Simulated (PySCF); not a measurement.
## Ti: ionisation energy

Ti [Ar] 3d2 4s2 (3F) → Ti+ [Ar] 3d2 4s1 (4F), as a difference of total energies. All numbers are calculated (PySCF 2.14, no relativity, point nucleus, in aug-cc-pwCVQZ). The calculations carry no spin-orbit coupling.

```json
{"method": "UHF", "ionisation energy (eV)": "5.524"}
{"method": "B3LYP", "ionisation energy (eV)": "6.810"}
{"method": "M06", "ionisation energy (eV)": "7.146"}
```

These non-relativistic numbers lack the scalar-relativistic shift.

For comparison: 6.828 eV (measured; NIST levels, between the centres of gravity of the two terms).
